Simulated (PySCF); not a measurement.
CH3Te, SMILES C[Te] (connectivity only; charge and spin as stated), charge +1, multiplicity 1.

Geometry optimised at B3LYP-D3(BJ)/def2-TZVP. The spin state was assumed, not searched. The isomer is the one that the SMILES or the coordinates give; other isomers of the formula were not compared. The def2 effective core potentials stand for the cores of Te; spin–orbit coupling is left out.

Computed with B3LYP-D3(BJ)/def2-TZVP run with PySCF 2.14.0.

Frequencies are harmonic and unscaled.

| mode | ν (cm⁻¹) | IR (km/mol) | moving atoms (share of kinetic energy) |
|---|---|---|---|
| 1 | 481 | 2.3 | H 47 %, C 46 % |
| 2 | 640 | 0.1 | H 53 %, C 43 % |
| 3 | 747 | 37.7 | H 83 %, C 17 % |
| 4 | 1133 | 24.3 | H 99 % |
| 5 | 1224 | 22.8 | H 89 %, C 11 % |
| 6 | 1417 | 29.3 | H 92 % |
| 7 | 2856 | 88.5 | H 95 % |
| 8 | 3091 | 10.0 | H 95 % |
| 9 | 3154 | 34.5 | H 90 %, C 10 % |
